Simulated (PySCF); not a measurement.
disilinane (C4H12Si2), SMILES C1CC[SiH2][SiH2]C1.

Coordinates come from a PBE-D3(BJ)/def2-SVP optimisation. Other conformers were not sampled.

Computed with PBE-D3(BJ)/def2-SVP (PySCF).

Frequencies are harmonic and unscaled.

Computed vibrational spectrum:
```tsv
mode	ν (cm⁻¹)	IR (km/mol)	moving atoms (share of kinetic energy)
1	101	0.4	H 42 %, Si 31 %, C 27 %
2	149	0.0	H 47 %, C 47 %
3	217	2.3	Si 46 %, H 33 %, C 21 %
4	253	0.3	C 47 %, H 39 %, Si 14 %
5	330	1.1	C 52 %, H 46 %
6	369	9.9	H 68 %, C 20 %, Si 12 %
7	424	0.0	Si 83 %, H 15 %
8	447	7.9	H 75 %, C 18 %
9	472	8.6	H 72 %, Si 21 %
10	582	1.5	H 58 %, C 23 %, Si 19 %
11	601	0.0	H 49 %, C 35 %, Si 16 %
12	628	4.9	H 64 %, C 31 %
13	655	9.9	H 74 %, C 14 %, Si 12 %
14	694	4.9	H 76 %, C 18 %
15	698	115.9	H 72 %, Si 18 %, C 9 %
16	798	17.1	H 56 %, C 39 %
17	801	138.3	H 65 %, C 30 %
18	824	15.7	H 54 %, C 36 %, Si 10 %
19	874	58.5	H 66 %, C 32 %
20	896	19.1	H 83 %, C 15 %
21	901	80.7	H 95 %
22	958	14.8	H 68 %, C 30 %
23	970	0.1	C 51 %, H 49 %
24	1047	7.7	H 96 %
25	1077	2.0	C 54 %, H 46 %
26	1107	2.5	H 76 %, C 23 %
27	1177	5.9	H 58 %, C 41 %
28	1181	0.4	H 68 %, C 32 %
29	1249	0.0	H 84 %, C 16 %
30	1267	1.2	H 80 %, C 20 %
31	1311	3.2	H 72 %, C 28 %
32	1328	5.7	H 63 %, C 37 %
33	1372	0.7	H 92 %
34	1374	15.1	H 91 %, C 9 %
35	1412	9.1	H 93 %
36	1416	1.9	H 92 %, C 8 %
37	2131	13.4	H 97 %
38	2131	134.5	H 98 %
39	2149	117.0	H 97 %
40	2150	147.2	H 96 %
41	2949	23.6	H 94 %
42	2950	24.7	H 94 %
43	2965	15.9	H 94 %
44	2965	1.0	H 94 %
45	2999	39.8	H 91 %, C 9 %
46	3000	28.7	H 91 %, C 9 %
47	3022	0.5	H 91 %, C 9 %
48	3022	19.5	H 91 %, C 9 %
```
